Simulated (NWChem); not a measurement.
Molecule: C2H5AlO2; SMILES C=[CH][Al]([OH])[OH]

```xyz
10

Al    -0.0840    -0.3944     0.0000
C     -0.8139     1.3916     0.0000
C     -0.0177     2.4719     0.0000
H     -1.8982     1.5686     0.0000
H     -0.4120     3.4967     0.0000
H      1.0757     2.3845     0.0000
O      1.6124    -0.5266     0.0000
H      2.1619    -1.3093     0.0000
O     -1.1427    -1.7253     0.0000
H     -0.9408    -2.6603     0.0000
```
Atoms are numbered in this order, from 1.

Level: PBE0/def2-SVP (NWChem), optimised geometry, unscaled harmonic frequencies. 

```csv
frequency (cm⁻¹),IR intensity (km/mol)
79,2.2
109,0.7
232,25.4
246,5.8
262,0.2
320,7.0
345,315.1
465,343.7
479,43.3
551,0.4
608,9.5
849,183.6
933,110.9
998,21.9
1009,30.1
1064,13.3
1267,2.4
1420,16.3
1667,16.8
3123,19.5
3153,5.3
3218,8.3
4008,62.3
4013,133.3
```

```
Property                                                                           Result
-----------------------------------------------------------------------  ----------------
zero-point energy                                                           43.5 kcal/mol
thermal correction to the enthalpy at 298.15 K (with zero-point energy)     48.8 kcal/mol
heat capacity Cv                                                         25.6 cal/(mol K)
entropy at 298.15 K and 1 atm (symmetry number 1)                        84.0 cal/(mol K)
dipole moment                                                                      2.01 D
```

Rigid rotor and harmonic oscillator; modes under 100 cm⁻¹ make the entropy uncertain.
